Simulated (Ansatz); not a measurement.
Isolated molecules relaxed with PBE0-D4/def2-TZVP in Ansatz; ΔE leaves out vibrations. CBS: MP2 limit from def2 TZ/QZ plus the TZ coupled-cluster correction, frozen cores. This one scheme is used for every species. Elements past krypton have def2 core potentials. For Br, Zr outer-core shells are correlated without core-valence functions, which leaves a few kJ/mol of doubt a bond. Scalar relativity is left out up to krypton. Each species was taken in one conformer, which may not be the lowest.

Consider the ligand exchange at a Zr–Br bond: `[OH][Zr]([OH])([OH])[Br]` + H₂S → `[OH][Zr]([OH])([OH])[SH]` + HBr.

```
                   species  MP2/CBS(def2) energy (Eh)
`[OH][Zr]([OH])([OH])[Br]`                -2847.85988
                       H₂S                 -398.94045
`[OH][Zr]([OH])([OH])[SH]`                 -672.87067
                       HBr                -2573.90023
```

Task: Work out ΔE.

Result: ΔE = (-672.87067) + (-2573.90023) − (-2847.85988) − (-398.94045) = 0.02943 Eh = +18.5 kcal/mol. CCSD(T)/CBS gives +18.1 kcal/mol.

Task: What do rigid-rotor, harmonic-oscillator terms from PBE0-D4/def2-TZVP frequencies (298.15 K, 1 bar) make of the CCSD(T)/CBS value? (Best estimate.)

Result: The calculation gave: ΔZPE = -0.9 kcal/mol, ΔH = +17.5 kcal/mol, ΔS = 12 J/(mol·K), ΔG = +16.6 kcal/mol.

Largest T1 diagnostic among the species: 0.017.

In def2-TZVPP, CCSD(T) changes the Hartree–Fock value by −3.5 kcal/mol (the triples alone add −0.6 kcal/mol) and MP2 by −3.2 kcal/mol. From BLYP to BHLYP (50 % exact exchange), in def2-TZVPP and without D4, ΔE moves by +2.2 kcal/mol.
